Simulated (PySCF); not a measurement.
Species: C₂H₁₁ClGe₂Si.
SMILES: `Cl[SiH2][CH2][GeH2][CH2][GeH3]`

Level of theory: PySCF, TDDFT PBE0/def2-SVPD, vertical, gas phase, core orbitals frozen in the response. Isolated species at its PBE0-D3(BJ)/def2-SVP geometry (one conformer only). Relativistic effects, spin–orbit coupling among them, are left out although an element past zinc is present. Torsions of this conformer, `[Cl:1][SiH2:2][CH2:3][GeH2:4][CH2:5][GeH3:6]`: Cl1–Si2–C3–Ge4 -41°, Si2–C3–Ge4–C5 -41°, C3–Ge4–C5–Ge6 -65°.

```
state  E (eV)  ν̃ (cm⁻¹)       f  |μ| (D)  main configurations (H = HOMO, L = LUMO)
   S1    7.20      58070   0.011     0.62                    H-1→L (51%), H→L (38%)
   S2    7.24      58380  0.0054     0.44       H-1→L (38%), H→L (32%), H-3→L (12%)
   S3    7.46      60200  0.0010     0.19     H→L+1 (37%), H-2→L (23%), H-3→L (14%)
   S4    7.57      61070   0.011     0.63       H→L+1 (57%), H-2→L (20%), H→L (12%)
   S5    7.71      62150   0.013     0.66    H-3→L (50%), H-2→L (30%), H-1→L+1 (9%)
   S6    7.71      62200  0.0050     0.41                             H-1→L+1 (76%)
```

The lowest singlet comes at 172 nm (695 kJ/mol) in the vacuum ultraviolet; it is weak; its leading configuration is HOMO-1→LUMO (51%). The largest oscillator strength of a single state is 0.013. S5/S6 lie within about 0.01 eV of each other. Löwdin shares by element: HOMO germanium 31%, carbon 28% or more, hydrogen 10% or more (atoms not listed hold the other 31%); LUMO silicon 27%, chlorine 20%, germanium 9% or more, carbon 8% or more (atoms not listed hold the other 36%). The listed states span 0.51 eV, and the widest gap between neighbours is 0.23 eV (S2 to S3). Weighted by f, the mean energy of these states is 7.50 eV. Of the 6 states listed, 3 reach f = 0.01 and none stays under 0.0005. Only the lowest 6 singlets were computed, as vertical energies without vibronic structure.

Hardware: one thread of an Arm Neoverse V1, on a shared host. Cost: 77 s, 1.0 GiB resident at most.
